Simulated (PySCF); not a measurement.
PySCF input (HF/def2-TZVPD):

```python
from pyscf import gto, scf, dft

mol = gto.M(
    atom='''
    In   -0.00000000   -0.00000000   -1.45502438
    I     0.00000000    0.00000000    1.34521122
    ''',
    basis='def2-tzvpd',
    ecp='def2-tzvp',
    charge=0,
    spin=2,
    symmetry='C2v',
    verbose=4,
)

mf = scf.UHF(mol).density_fit(auxbasis='def2-universal-jkfit')
mf.conv_tol = 1e-9
mf.max_cycle = 100
mf.max_memory = 1500
mf.kernel()
if not mf.converged:
    mf = mf.newton()
    mf.kernel(mf.make_rdm1())
mf.analyze()
```

End of the output:

```
Extra cycle  E= -485.878724987316  delta_E= -3.65e-11  |g|= 2.69e-06  |ddm|= 1.22e-05
converged SCF energy = -485.878724987316  <S^2> = 2.0271587  2S+1 = 3.0180515
**** SCF Summaries ****
Total Energy =                        -485.878724987316332
Nuclear Repulsion Energy =              99.212379034464107
One-electron Energy =                -1050.310711548049539
Two-electron Energy =                  465.219607526269101
Two-electron Coulomb Energy =          502.287321150867513
DFT Exchange-Correlation Energy =      -37.067713624598412
HOMO-LUMO gap [eV] =                     4.603262535756509
Wave-function symmetry = B1
alpha occupancy for each irrep:     A1   A2   B1   B2
                                    11    2    6    5
beta  occupancy for each irrep:     A1   A2   B1   B2
                                    10    2    5    5
**** MO energy ****
alpha MO #1 (A1 #1), energy= -7.73078574645388 occ= 1
alpha MO #2 (A1 #2), energy= -5.5861558799637 occ= 1
alpha MO #3 (B2 #1), energy= -5.5752609658571 occ= 1
alpha MO #4 (B1 #1), energy= -5.57481757716212 occ= 1
alpha MO #5 (A1 #3), energy= -5.42207726744148 occ= 1
alpha MO #6 (B2 #2), energy= -3.6780685921949 occ= 1
alpha MO #7 (A1 #4), energy= -3.67393089606655 occ= 1
alpha MO #8 (B1 #2), energy= -3.6730685165343 occ= 1
alpha MO #9 (A1 #5), energy= -2.27916363728376 occ= 1
alpha MO #10 (B2 #3), energy= -2.27596626665615 occ= 1
alpha MO #11 (B1 #3), energy= -2.27534206472826 occ= 1
alpha MO #12 (A2 #1), energy= -2.26591952680521 occ= 1
alpha MO #13 (A1 #6), energy= -2.26590756772449 occ= 1
alpha MO #14 (A1 #7), energy= -1.06690893700102 occ= 1
alpha MO #15 (B2 #4), energy= -1.06368639160615 occ= 1
alpha MO #16 (A2 #2), energy= -1.05963339842854 occ= 1
alpha MO #17 (A1 #8), energy= -1.0566041058983 occ= 1
alpha MO #18 (B1 #4), energy= -1.05580811818686 occ= 1
alpha MO #19 (A1 #9), energy= -0.886204806940428 occ= 1
alpha MO #20 (A1 #10), energy= -0.51741103552264 occ= 1
alpha MO #21 (B1 #5), energy= -0.383388052720365 occ= 1
alpha MO #22 (A1 #11), energy= -0.382636519910208 occ= 1
alpha MO #23 (B2 #5), energy= -0.377525726895946 occ= 1
alpha MO #24 (B1 #6), energy= -0.231536512670171 occ= 1
alpha MO #25 (B2 #6), energy= -0.00708686215426102 occ= 0
alpha MO #26 (A1 #12), energy= 0.0356839199038392 occ= 0
alpha MO #27 (A1 #13), energy= 0.0374922796857512 occ= 0
alpha MO #28 (B2 #7), energy= 0.0610197392398373 occ= 0
alpha MO #29 (B1 #7), energy= 0.0612975786150667 occ= 0
alpha MO #30 (A1 #14), energy= 0.067163154160049 occ= 0
alpha MO #31 (A2 #3), energy= 0.0887652337627798 occ= 0
alpha MO #32 (A1 #15), energy= 0.0890977456902053 occ= 0
alpha MO #33 (B1 #8), energy= 0.10243424894029 occ= 0
alpha MO #34 (B2 #8), energy= 0.104612326657086 occ= 0
alpha MO #35 (A1 #16), energy= 0.124752017414478 occ= 0
alpha MO #36 (A1 #17), energy= 0.139829226119391 occ= 0
alpha MO #37 (B1 #9), energy= 0.151667154064987 occ= 0
alpha MO #38 (B2 #9), energy= 0.1573580040405 occ= 0
alpha MO #39 (A1 #18), energy= 0.193958483278972 occ= 0
alpha MO #40 (A2 #4), energy= 0.194936594557758 occ= 0
alpha MO #41 (A1 #19), energy= 0.197687740280264 occ= 0
alpha MO #42 (B1 #10), energy= 0.219589670374022 occ= 0
alpha MO #43 (B2 #10), energy= 0.220427823387014 occ= 0
alpha MO #44 (A1 #20), energy= 0.257216519497318 occ= 0
alpha MO #45 (A2 #5), energy= 0.302083982962363 occ= 0
alpha MO #46 (A1 #21), energy= 0.302862454546635 occ= 0
alpha MO #47 (A1 #22), energy= 0.335458171006057 occ= 0
alpha MO #48 (B1 #11), energy= 0.336526084638456 occ= 0
alpha MO #49 (B2 #11), energy= 0.341884118412342 occ= 0
alpha MO #50 (B2 #12), energy= 0.391928937788844 occ= 0
alpha MO #51 (B1 #12), energy= 0.395578260537158 occ= 0
alpha MO #52 (A1 #23), energy= 0.416415941004145 occ= 0
alpha MO #53 (A1 #24), energy= 0.450194433787122 occ= 0
alpha MO #54 (A2 #6), energy= 0.51014337461376 occ= 0
alpha MO #55 (A1 #25), energy= 0.510166426986662 occ= 0
alpha MO #56 (B2 #13), energy= 0.529056647997347 occ= 0
alpha MO #57 (B1 #13), energy= 0.530382284856593 occ= 0
alpha MO #58 (A1 #26), energy= 0.601062837236666 occ= 0
alpha MO #59 (B1 #14), energy= 0.678535943170212 occ= 0
alpha MO #60 (B2 #14), energy= 0.680805751377033 occ= 0
alpha MO #61 (A1 #27), energy= 0.764054488827502 occ= 0
alpha MO #62 (B2 #15), energy= 0.840365066331771 occ= 0
alpha MO #63 (B1 #15), energy= 0.840375971521186 occ= 0
alpha MO #64 (A1 #28), energy= 0.841490122621948 occ= 0
alpha MO #65 (A2 #7), energy= 0.841846616628803 occ= 0
alpha MO #66 (A1 #29), energy= 0.854222452167492 occ= 0
alpha MO #67 (B2 #16), energy= 0.88776639484497 occ= 0
alpha MO #68 (B1 #16), energy= 0.892622104741039 occ= 0
alpha MO #69 (A1 #30), energy= 1.06374770082725 occ= 0
alpha MO #70 (B2 #17), energy= 1.14019002304631 occ= 0
alpha MO #71 (B1 #17), energy= 1.14019006458702 occ= 0
alpha MO #72 (A1 #31), energy= 1.1459788017533 occ= 0
alpha MO #73 (A2 #8), energy= 1.14601480949172 occ= 0
alpha MO #74 (A1 #32), energy= 1.16952759390929 occ= 0
alpha MO #75 (A2 #9), energy= 1.2137929984768 occ= 0
alpha MO #76 (A1 #33), energy= 1.21386545293411 occ= 0
alpha MO #77 (B2 #18), energy= 1.21486908934899 occ= 0
alpha MO #78 (B1 #18), energy= 1.22028914622123 occ= 0
alpha MO #79 (B2 #19), energy= 1.27673351532901 occ= 0
alpha MO #80 (B1 #19), energy= 1.27948066875888 occ= 0
alpha MO #81 (A1 #34), energy= 1.40457840564657 occ= 0
alpha MO #82 (B2 #20), energy= 1.49370129082671 occ= 0
alpha MO #83 (B1 #20), energy= 1.49553019769703 occ= 0
alpha MO #84 (A1 #35), energy= 1.75745640290921 occ= 0
alpha MO #85 (A2 #10), energy= 1.79597758997824 occ= 0
alpha MO #86 (A1 #36), energy= 1.79598136073441 occ= 0
alpha MO #87 (B2 #21), energy= 1.84776824584432 occ= 0
alpha MO #88 (B1 #21), energy= 1.84981516879766 occ= 0
alpha MO #89 (A1 #37), energy= 1.89475267675569 occ= 0
alpha MO #90 (B2 #22), energy= 2.43371472057775 occ= 0
alpha MO #91 (B1 #22), energy= 2.43375630209113 occ= 0
alpha MO #92 (A1 #38), energy= 2.44309023549939 occ= 0
alpha MO #93 (A2 #11), energy= 2.44341095474714 occ= 0
alpha MO #94 (B2 #23), energy= 2.50518126265143 occ= 0
alpha MO #95 (B1 #23), energy= 2.51886735061887 occ= 0
alpha MO #96 (A1 #39), energy= 2.64100542592393 occ= 0
alpha MO #97 (A1 #40), energy= 3.08406743863185 occ= 0
alpha MO #98 (A1 #41), energy= 3.49422981318717 occ= 0
alpha MO #99 (A2 #12), energy= 3.49423146136844 occ= 0
alpha MO #100 (B2 #24), energy= 3.49486250529589 occ= 0
alpha MO #101 (B1 #24), energy= 3.494862553042 occ= 0
alpha MO #102 (B2 #25), energy= 3.54854127632522 occ= 0
[...]
```

This is an excited triplet: at this geometry the singlet lies 2.95 eV lower at CCSD(T)/CBS(def2-TZVPPD,def2-QZVPPD).
